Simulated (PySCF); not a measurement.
This script is equivalent to a calculation on N³⁺ (nitrogen, charge +3).

```python
from pyscf import gto, scf, dft, mp, cc
import basis_set_exchange as bse
mol = gto.M(atom="N 0 0 0", charge=3, spin=0, symmetry="D2h",
            basis=gto.basis.parse(bse.get_basis("dyall-acv3z", elements=["N"], fmt="nwchem", header=False)))
mf = dft.UKS(mol, xc="B88,P86")
mf.irrep_nelec = {'Ag': (2, 2)}
mf.kernel()
```

Question: What total energy does it give?

Answer: -51.187 hartree (calculated).

Question: Which occupied shell lies highest, and where?

Answer: 2s, at -68.169 eV.
